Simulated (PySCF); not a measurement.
**A thermochemical cycle for HgF**

PBE in PySCF with def2-SVP on every atom (core potentials on Hg), for the lowest determinant that a PBE0 search found; no spin–orbit coupling. HgF, a doublet (σ ↑), has De = 1.60 eV to neutral atoms, and HgF⁺, a singlet (closed shell), has De = 2.15 eV to Hg⁺ + F.

The adiabatic ionisation energy of HgF, between the minima, is 9.91 eV.

**Question.** Which ionisation energy of the Hg atom does this level give?

**Answer.** IE(Hg) = IE(molecule) + De(ion) − De(neutral) = 9.91 + 2.15 − 1.60 = 10.46 eV; the measured value is 10.438 eV (NIST ASD).

Spin–orbit coupling is left out, which matters for elements this heavy, above all for dissociation energies. For an ion De counts to the pair picked by the measured ionisation energies or electron affinities, which need not be the lowest pair at this level. States were picked by a PBE0 search and need not be the measured ground states.
